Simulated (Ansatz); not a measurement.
Computed with Ansatz on PBE0-D4/def2-TZVP structures; ΔE is electronic, products minus reactants. CCSD(T)/CBS adds triple-zeta CCSD(T) − MP2 to the extrapolated MP2 energy (def2 sets, frozen cores). This one scheme is used for every species. Functionals use def2-TZVPP. One conformer a species, not always the lowest.

Consider the cleavage of the Si–Si bond: `N[SiH](F)[Si](N)(O)O` + `N[SiH](F)S` → `N[Si@@H](F)S[Si@@H](N)F` + `N[SiH](O)O`.

`N[SiH](F)[Si](N)(O)O`:

Cartesian coordinates in Å:
```
N 1.702 -0.060 -1.727
Si 0.072 -0.441 -1.412
F -0.279 -2.014 -1.522
Si -0.371 0.260 0.780
N -1.731 -0.367 1.594
O -0.642 1.884 0.843
O 1.012 -0.219 1.537
H 2.099 -0.088 -2.652
H 2.397 -0.218 -1.014
H -0.737 0.198 -2.484
H -1.881 -1.359 1.663
H -2.599 0.144 1.575
H -0.055 2.436 0.324
H 1.016 -0.156 2.496
```

`N[SiH](F)S`:

```xyz
8

N     0.667    1.160   -0.383
Si    0.144   -0.414   -0.072
F    -0.673   -1.125   -1.252
S    -1.183   -0.281    1.579
H     1.546    1.351   -0.833
H     0.040    1.947   -0.401
H     1.336   -1.261    0.136
H    -1.876   -1.378    1.226
```

`N[Si@@H](F)S[Si@@H](N)F`:

Z-matrix (Å, degrees):
```
Si
F 1 1.602
S 1 2.127 2 106.9
N 1 1.689 2 114.5 3 116.9
H 1 1.474 2 106.0 3 -123.2
Si 3 2.127 1 99.7 2 -39.4
H 4 1.006 1 121.7 2 85.9
H 4 1.006 1 122.7 2 -73.7
N 6 1.689 3 105.9 1 -161.3
F 6 1.602 3 106.9 1 -38.8
H 6 1.474 3 115.1 1 78.5
H 9 1.006 6 122.7 3 43.7
H 9 1.006 6 121.7 3 -156.7
```

`N[SiH](O)O`:

Cartesian coordinates in Å:
```
N 0.664 0.030 1.068
Si -0.510 0.194 -0.171
O -1.001 -1.317 -0.573
O 0.177 1.072 -1.372
H 1.187 0.837 1.369
H 0.487 -0.589 1.843
H -1.759 0.914 0.141
H -0.320 -1.983 -0.682
H 1.074 0.843 -1.622
```

CCSD(T)/CBS gives -88.7 kJ/mol.

Q: Another level gave -83.3 kJ/mol. Which?
A. PBE-D4/def2-TZVPP
B. PBE0-D4/def2-TZVPP
C. SCS-MP2/def2-TZVPP
D. ωB97X-V/def2-TZVPP

A: D. ωB97X-V -83.3, PBE0-D4 -78.9, SCS-MP2/def2-TZVPP -93.5, PBE-D4 -71.2 kJ/mol.

Largest T1 diagnostic among the species: 0.012.

From PBE to PBE0 (25 % exact exchange), in def2-TZVPP and without D4, ΔE moves by −8.0 kJ/mol.
